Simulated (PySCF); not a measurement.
Compound: C6H12P (charge +1).
Geometry (GFN2-xTB, Å), atoms numbered from 1 in this order:
```xyz
19
C6H12P angstrom
C      2.802    0.150   -0.167
C      1.645   -0.456   -0.393
P      0.052    0.202    0.100
C      0.170    1.807    0.925
C     -1.226    0.024   -1.202
C     -1.794   -1.223   -0.477
C     -1.038   -1.060    0.866
H      3.732   -0.290   -0.487
H      2.874    1.099    0.340
H      1.585   -1.411   -0.903
H      0.765    1.710    1.833
H     -0.833    2.149    1.183
H      0.636    2.529    0.254
H     -1.918    0.866   -1.207
H     -0.866   -0.143   -2.215
H     -2.876   -1.211   -0.373
H     -1.515   -2.143   -0.985
H     -0.548   -1.954    1.245
H     -1.656   -0.634    1.656
```

NICS = −σ at a ghost point: NICS(0) at the centroid of the ring atoms, NICS(1) 1 Å to either side along the normal of their mean plane, zz for the tensor component along that normal. Level: GIAO PBE0/pcSseg-1 (PySCF, non-relativistic, gas phase) on the GFN2-xTB geometry, one conformer.

Ring bond lengths (Å), with Mayer bond orders in brackets: P3–C5 1.834 (1.00), C5–C6 1.549 (1.00), C6–C7 1.550 (1.00), C7–P3 1.834 (1.00).

Task: Give the NICS values of each ring in ppm.

Result: 
```
       ring                                             type  NICS(0)  NICS(1), two faces  NICS(1)zz, two faces  rms pucker (Å)  centre to ring atoms, mean (Å)
P3–C5–C6–C7  4-membered ring with P; formal bonds all single      0.4         -0.6 / -0.1             5.3 / 4.6            0.08                            1.19
```

Task: What do they say, and how far can they be read as aromaticity?

Result: 
- P3–C5–C6–C7: mean NICS(1)zz 4.9 ppm, deshielded. P3, C5, C6, C7 have four or more neighbours, so the value isn't read as a sign of a π ring current.

Task: What is the mean of the two in-plane components of NICS at the second NICS(1) probe listed for ring P3–C5–C6–C7, 1 Å off the ring?

Result: The isotropic value is a third of the trace: (3 × -0.1 − (4.6))/2 = -2.4 ppm.

Task: List the ring angles and the Hirshfeld charges of the ring atoms.

Result: 
- P3–C5–C6–C7: P3 79.4° (+0.482 e), C5 90.1° (-0.080 e), C6 98.2° (-0.045 e), C7 90.0° (-0.080 e); sum 357.6° against 360° for a flat convex ring.

Task: How shielded are the nuclei of the rings and their hydrogens (means over atoms taken as equivalent)?

Result: 
```csv
atoms,environment,σ isotropic (ppm)
P3,phosphonium phosphorus,287.5
C5 (×2),sp3 carbon bound to phosphorus,156.5
C6,four-membered-ring carbon,167.6
H14 (×2),methylene hydrogen,28.39
H15 (×2),methylene hydrogen,28.67
H16,methylene hydrogen,28.72
H17,methylene hydrogen,28.66
```

The run took about 80 s of CPU time (one thread, shared machine). This is the whole shielding run at PBE0/pcSseg-1, SCF included.
